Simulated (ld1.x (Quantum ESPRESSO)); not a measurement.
# What one change does to a pseudopotential (In (Z = 49), TM)

| Item | Value |
| --- | --- |
| Element | In (Z = 49) |
| Generator | ld1.x (Quantum ESPRESSO) 7.5 |
| Type | norm-conserving Troullier–Martins (Kleinman–Bylander form) |
| Functional | LDA (PZ) |
| Relativity | scalar-relativistic |
| Frozen core | [Kr] 4d10 |
| Valence charge | 3 |
| Reference configuration | 5s2 5p0.75 (charge +0.25) |
| Partial waves | 5s (bound): rc 2.35 bohr; 5d channel at 0.35 Ry: rc 2.25 bohr; 5p (bound): rc 2.00 bohr |
| Local potential | the p channel |
| Core correction | a·sin(br)/r model core, default radius (core density twice the valence density) |

All-electron outer shells of the reference configuration (LDA (PZ), scalar-relativistic, ld1.x):

| shell | level (eV) | outermost node (bohr) | outermost maximum (bohr) |
| --- | --- | --- | --- |
| 4d | -20.41 | 0.40 | 0.94 |
| 5s | -10.05 | 1.02 | 2.13 |
| 5p | -4.08 | 1.14 | 2.78 |

Change: all radii but the core radius scaled by about 0.84 (s 1.98, p 1.68, d 1.90 bohr).

Cutoffs: the cutoffs (Ry, on a coarse ladder) from which the occupation-weighted sum of valence levels, in a spherical-Bessel basis at the reference potential, stays within 10 and 1 mRy of its value at 400 Ry; they do not see the model core or the augmentation charge, which bear on the density cutoff. Errors are all-electron minus pseudo energies relative to the spin-unpolarised reference configuration.

What does the change do?

The potential gets harder (18 Ry and 30 Ry → 35 Ry and 100 Ry); both files keep a bound ghost (d, s); of the 9 tests that both files solve, the error grows in 0 and shrinks in 5 by more than 15 % and 0.3 meV (median size 1.0 → 0.8 meV). A smaller radius makes the pseudo-wave follow the all-electron one further in, where it bends more sharply, so more plane waves are needed. Less of the atom is replaced, so other configurations are described better.

| quantity | base | changed |
| --- | --- | --- |
| cutoff, loose | 18 Ry | 35 Ry |
| cutoff, tight | 30 Ry | 100 Ry |
| loose cutoff by channel (10 mRy a level) | s 8 Ry, p 8 Ry | s 15 Ry, p 40 Ry |
| bound ghosts | s, d | s, d |
| error for 5s2 5p1, meV [ΔE -0.85 eV] | -0.2 | -0.1 |
| error for 5s2 5p0, meV [ΔE 4.75 eV] | -12 | -11 |
| error for 5s1 5p0, meV [ΔE 24.41 eV] | -203 | -193 |
| error for 5s1 5p1, meV [ΔE 11.44 eV] | -49 | -33 |
| error for 5s0 5p3, meV [ΔE 11.32 eV] | -53 | -26 |
| error for 5s2 5p1.3, meV [ΔE -1.43 eV] | -0.9 | -0.3 |
| error for 5s2 5p0.5, meV [ΔE 1.20 eV] | -1.0 | -0.8 |
| error for 5s2 5p0.75 (spin-polarised), meV [ΔE -0.07 eV] | -0.5 | -0.1 |
| error for 5s2 5p1 (spin-polarised), meV [ΔE -0.96 eV] | -0.9 | -0.2 |

 A true bound ghost makes a file unfit for plane-wave use even where its test errors are small: the radial tests pick states by their node count and pass the ghost by.
